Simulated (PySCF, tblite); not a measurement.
Species: C2H7BO3Si.
SMILES: `OB(O)/C=C/O[SiH3]`

Jobs on this species (14 atoms, 62 electrons) with PySCF (density fitting) and tblite. Hardware of each: Arm Neoverse N1, one thread, no GPU, shared host. Times come from a shared host and carry two figures at best.

```
level and settings                                     work  basis functions  SCF cycles  wall time
          GFN2-xTB            Hessian by finite differences                –           –     0.63 s
          GFN2-xTB                        L-BFGS relaxation                –           –     0.91 s
     PBE0/pcSseg-1  shieldings, charges and field gradients              161           ?          ?
```

Question: Fill in the missing figures.

Answer: 
- PBE0/pcSseg-1; shieldings, charges and field gradients: 36 s, 14 SCF cycles

Question: What do all jobs in the table cost together?

Answer: About 38 s; the longest takes about 96 % of that, and about 57 times as long as the shortest.

***

C₆H₁₁BFN.
SMILES: `[BH3-][N+]#C[C@H](CF)CC=C`

Jobs on this species (20 atoms, 68 electrons) with PySCF (density fitting) and tblite. Hardware of each: an Arm Neoverse N1 with one thread (shared host). The host was shared with other jobs, so the times are rough.

| level and settings | work | basis functions | SCF cycles | wall time |
| --- | --- | --- | --- | --- |
| GFN2-xTB | L-BFGS relaxation | – | – | ? |
| PBE0/pcSseg-1 | shieldings, charges and field gradients | 208 | 15 | 61 s |
| GFN2-xTB | Hessian by finite differences | – | – | 1.2 s |

Question: Fill in the missing figures.

Answer: 
- GFN2-xTB; L-BFGS relaxation: 1.1 s

Question: What do all jobs in the table cost together?

Answer: About 63 s; the longest takes about 96 % of that, and about 55 times as long as the shortest.
